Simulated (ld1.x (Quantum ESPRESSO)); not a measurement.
# Transferability test, TM semilocal potential for Hf (Z = 72)

Hf (Z = 72), norm-conserving Troullier–Martins (semilocal form), made with ld1.x (Quantum ESPRESSO) 7.5 (LDA (PZ), scalar-relativistic). Core [Kr] 4d10 4f14, reference 5s2 5p6 5d2 6s2 6p0. Waves: 5s (bound): rc 1.10 bohr; 5p (bound): rc 1.80 bohr; 5d (bound): rc 2.60 bohr. Local part: the d channel. Core correction: Bessel-smoothed model core inside 0.75 bohr.

Occupied shells without a wave of their own: 6s. They enter only through the test configuration that unscreens the potential, and ld1.x also counts them in the model core charge.

Energies are relative to the spin-unpolarised reference configuration 5s2 5p6 5d2 6s2 6p0; without spin polarisation the order of configurations can differ from experiment. Spin-polarised rows fill each open shell by Hund’s rule, majority spin first.

ld1.x takes every shell without a wave as core, so the model core holds the 6s electrons as well and exchange and correlation see them twice. This cancels in the reference configuration, but the file is broken for other ones, and its errors say nothing about a proper core correction.

| valence configuration | charge | ΔE all-electron (eV) | error AE − PS (meV) |
| --- | --- | --- | --- |
| 5s2 5p6 5d2 6s1 6p0 | +1 | 8.198 | -179 |
| 5s2 5p6 5d2 6s0 6p0 | +2 | 22.701 | -700 |
| 5s2 5p6 5d1 6s0 6p0 | +3 | 44.802 | -1230 |
| 5s2 5p6 5d1 6s2 6p1 | 0 | 2.086 | +62 |
| 5s2 5p6 5d2 6s1 6p1 | 0 | 3.913 | -15 |
| 5s2 5p5 5d2 6s2 6p0 | +1 | 41.218 | -249 |
| 5s2 5p6 5d2 6s1.5 6p0 | +0.5 | 3.349 | -57 |
| 5s2 5p6 5d2 6s2 6p0 (spin-polarised) | 0 | -0.441 | -45 |
| 5s2 5p6 5d2 6s1 6p0 (spin-polarised) | +1 | 7.063 | -413 |
